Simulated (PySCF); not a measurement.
Input file for PySCF: D3(BJ) and D4 dispersion corrections on CH5BO (SMILES BOC), a point of a torsion scan.

```python
from pyscf import gto
from pyscf.dispersion import dftd3, dftd4

mol = gto.M(
    atom='''
    B     1.31263479   -0.30529425    0.32781776
    O     0.05380178    0.06353027    0.56673648
    C    -0.48493678    1.35352874    0.57425121
    H     1.51859505   -1.05224171   -0.55674941
    H     2.21767487    0.31419928    0.78684015
    H     0.22826511    2.09480492    0.95581397
    H    -0.75974347    1.61991389   -0.44963431
    H    -1.38124393    1.35943927    1.19884907
    ''',
    basis='def2-svp',
    charge=0, spin=0, verbose=0, max_memory=1800)
d3, d4 = {}, {}
for xc in ['hf', 'pbe', 'blyp', 'revpbe', 'tpss', 'r2scan', 'b3lyp', 'pbe0', 'bhlyp', 'camb3lyp', 'b2plyp']:
    d3[xc] = float(dftd3.DFTD3Dispersion(mol, xc=xc, version='d3bj', atm=False).get_dispersion()['energy'])
    print(f'D3(BJ) {xc:10s} {d3[xc]:14.8f} Eh')
for xc in ['hf', 'pbe', 'blyp', 'revpbe', 'tpss', 'r2scan', 'b3lyp', 'pbe0', 'bhlyp', 'camb3lyp', 'b2plyp']:
    d4[xc] = float(dftd4.DFTD4Dispersion(mol, xc={'camb3lyp': 'cam-b3lyp'}.get(xc, xc), atm=True).get_dispersion()['energy'])
    print(f'D4     {xc:10s} {d4[xc]:14.8f} Eh')
```

The log:

```
D3(BJ) hf            -0.03120509 Eh
D3(BJ) pbe           -0.00349428 Eh
D3(BJ) blyp          -0.00723991 Eh
D3(BJ) revpbe        -0.00933537 Eh
D3(BJ) tpss          -0.00428397 Eh
D3(BJ) r2scan        -0.00092546 Eh
D3(BJ) b3lyp         -0.00585944 Eh
D3(BJ) pbe0          -0.00289758 Eh
D3(BJ) bhlyp         -0.00441102 Eh
D3(BJ) camb3lyp      -0.00245612 Eh
D3(BJ) b2plyp        -0.00258816 Eh
D4     hf            -0.01307727 Eh
D4     pbe           -0.00317360 Eh
D4     blyp          -0.00730255 Eh
D4     revpbe        -0.01195066 Eh
D4     tpss          -0.00431065 Eh
D4     r2scan        -0.00077215 Eh
D4     b3lyp         -0.00507932 Eh
D4     pbe0          -0.00261568 Eh
D4     bhlyp         -0.00340158 Eh
D4     camb3lyp      -0.00257895 Eh
D4     b2plyp        -0.00219841 Eh
```

The run finished.

Cost: very roughly 0.020 core-seconds.
